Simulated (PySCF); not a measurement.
Gas-phase equilibrium of 1 mol H₂S, 0.17 mol SO₂ at 2000 K and 0.00133 bar, among 21 species (S₂O, SO₂, O₂, O, S₂, S₆, HO₂, H₂S₂, H₂O, H, H₂O₂, H₂S, O₃, SO, SH, H₂, S₈, S, SO₃, H₂SO₄, OH). Only gases are allowed; each row takes one source of thermochemistry for all species, and Cantera finds the minimum.

Computed with PySCF (xtb for GFN2) and rigid-rotor harmonic-oscillator thermochemistry at 1 bar. † marks an energy on the PBE0/def2-TZVP geometry and frequencies; other levels use their own. MP2 freezes the core. 6-31G* has spherical d functions here. Open shells (unrestricted) among the columns below: O (multiplicity 3, electronic degeneracy 9), S₂ (multiplicity 3), H (multiplicity 2), SO (multiplicity 3), SH (multiplicity 2, electronic degeneracy 4), S (multiplicity 3, electronic degeneracy 9); the rest are closed-shell singlets. GFN2 has no spin-polarisation term. Spin-orbit splitting is ignored; it lowers the true energy and changes the entropy of O, SH, S. MP2 isn't extrapolated to the basis-set limit. The harmonic model lacks anharmonicity and excited electronic states, which grow with temperature; levels with a mode under 35 cm⁻¹ are left out.

Molecules larger than those listed are left out.

Mole fractions:

| thermochemistry | x H₂ | x H | x S | x S₂ | x SO | x O | x H₂O | x SO₂ | x SH | x H₂S |
|---|---|---|---|---|---|---|---|---|---|---|
| BLYP/def2-TZVP† | 0.51 | 0.034 | 0.026 | 0.23 | 0.14 | 2.0e-5 | 0.027 | 0.013 | 0.013 | 0.0016 |
| GFN2-xTB | 0.53 | 0.0053 | 0.0099 | 0.29 | 0.0034 | <1e-12 | 0.050 | 0.075 | 0.037 | 0.0057 |
| HF/6-31G* | 0.079 | 0.46 | 0.36 | 2.0e-6 | 9.3e-7 | 0.10 | 9.6e-6 | <1e-12 | 0.00094 | 1.3e-6 |
| MP2/def2-TZVPP† | 0.43 | 0.065 | 0.059 | 0.26 | 0.043 | 1.4e-5 | 0.091 | 0.030 | 0.018 | 0.0050 |
| PBE/def2-SVP | 0.45 | 0.071 | 0.015 | 0.26 | 0.11 | 1.9e-5 | 0.071 | 0.0035 | 0.013 | 0.0041 |
| ωB97M-V/def2-TZVP† | 0.47 | 0.037 | 0.034 | 0.26 | 0.078 | 5.1e-5 | 0.074 | 0.022 | 0.024 | 0.0068 |
The most sensitive of these is O: it spans a factor of 10^11.0 over these rows; at this temperature one factor of ten is RT ln 10 = 38 kJ/mol.
